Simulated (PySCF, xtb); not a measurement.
Be(H)(OH) (BeH2O), SMILES [OH][BeH].

GFN2-xTB run with xtb at its own geometry gives an orbital gap of 8.20 eV and a dipole moment of 2.36 D.

Geometry: B3LYP-D3(BJ)/def2-TZVPD.

Question: What does HF/def2-TZVPD run with PySCF give? (An estimate is asked for; the answer gives what the named calculation found.)

Answer: gap 13.79 eV (levels -12.57 and 1.21 eV), dipole 1.47 D.
